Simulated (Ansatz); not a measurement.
Two isomers of CH8BClSi2: A = `[SiH3]C([SiH3])BCl`, B = `BC([SiH3])[SiH2]Cl`.

Program: Ansatz. Geometries: PBE0-D4/def2-TZVP. ΔE: electronic, gas phase. CCSD(T)/CBS adds triple-zeta CCSD(T) − MP2 to the extrapolated MP2 energy (def2 sets, frozen cores). DFT in def2-TZVPP. B3LYP here is the variant with VWN-RPA as its local correlation; programs differ in this. One conformer a species, not always the lowest.

**Question.** Which isomer does CCSD(T)/CBS put lower? Give the gap. (An estimate is asked.)

**Answer.** Ansatz gave: B, by 0.2 kcal/mol. So small a gap doesn't settle the order.

**Question.** Give E(B) − E(A) in kcal/mol with MP2/def2-TZVPP, PBE0-D4, ωB97M-V, PBE-D4, B3LYP, B2PLYP, CCSD/def2-TZVPP. (Best estimate.)

**Answer.** Computed: MP2/def2-TZVPP 0.4, PBE0-D4 0.5, ωB97M-V -0.3, PBE-D4 1.4, B3LYP 0.6, B2PLYP 0.5, CCSD/def2-TZVPP 0.5. The order is the other way round with MP2/def2-TZVPP, PBE0-D4, PBE-D4, B3LYP, B2PLYP, CCSD/def2-TZVPP.

Largest T1 diagnostic: 0.012.

From PBE to PBE0 (25 % exact exchange), in def2-TZVPP and without D4, E(B) − E(A) moves by −0.9 kcal/mol. In def2-TZVPP, CCSD(T) changes the Hartree–Fock value by +2.0 kcal/mol (the triples alone add +0.4 kcal/mol) and MP2 by +1.5 kcal/mol.
